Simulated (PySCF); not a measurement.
**How methods differ on the excitation energy of B**

B [He] 2s2 2p1 (2P) → B [He] 2s1 2p1 3d1 (high-spin determinant), as a difference of total energies. Calculation: PySCF 2.14, in dyall-acv3z (15s9p4d2f, 76 functions); no relativity, point nucleus. Correlated levels: valence: 1s2 frozen; valence and next inner shell: nothing frozen; virtual orbitals above 40 to 60 times the deepest correlated orbital energy dropped. The calculations carry no spin-orbit coupling.

| method | excitation energy (eV) |
| --- | --- |
| UHF | 10.768 |
| LDA | 11.585 |
| PBE | 11.390 |
| PBE0 | 11.499 |
| r2SCAN | 11.393 |
| PBEsol | 11.363 |
| B97-3 | 11.632 |
| LC-wPBE | 12.000 |
| MP2 (valence) | 11.841 |
| SCS-MP2 (valence) | 12.129 |
| MP2 (valence and next inner shell) | 11.874 |

Problem. Estimate what SCS-MP2 (valence and next inner shell) gives.

Solution. 12.159 eV, closest to SCS-MP2 (valence) among the rows shown.

Problem. Estimate what wB97X-V gives.

Solution. 12.102 eV, closest to SCS-MP2 (valence) among the rows shown.

The upper state lies above the first ionisation limit, but in LS coupling its spin forbids autoionisation to the ground ion. A Rydberg-like electron needs more diffuse functions than a valence basis has.

The promoted electron is Rydberg-like, and one or two diffuse shells describe it only roughly, which tends to raise the upper state.

In the upper state the promoted electron has a positive orbital energy at LDA, PBE, PBE0, r2SCAN, PBEsol, B97-3, so the basis confines it.

The determinant of the upper state mixes LS terms, which raises its energy above the lowest term, most at the Hartree-Fock and MP2 levels.
